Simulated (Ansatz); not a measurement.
```tsv
atom	x (Å)	y (Å)	z (Å)
B	-0.0327	-0.0105	0.0363
H	1.2172	0.0195	-0.0448
H	-0.5711	1.0270	-0.0339
H	-0.6064	-1.0033	-0.0276
```

Basis set: aug-cc-pVDZ (spherical functions). Left uncorrelated: 1 orbital. Charge 0, multiplicity 1.

Computed with Ansatz (development build ahead of 0.2.0); each method stands on the lowest determinant of its kind that the runs found. Restricted open shells among the atoms or ions are ROHF, correlated in semicanonical orbitals with singles.

**Question.** Give the atomization energy at this shape (free ground-state atoms in the same class of orbitals less the molecule, no zero-point energy) of singlet BH₃ by RHF-MP2, RHF.

**Answer.**

```csv
method,atomization energy
RHF-MP2,11.35 eV
RHF,9.86 eV
```
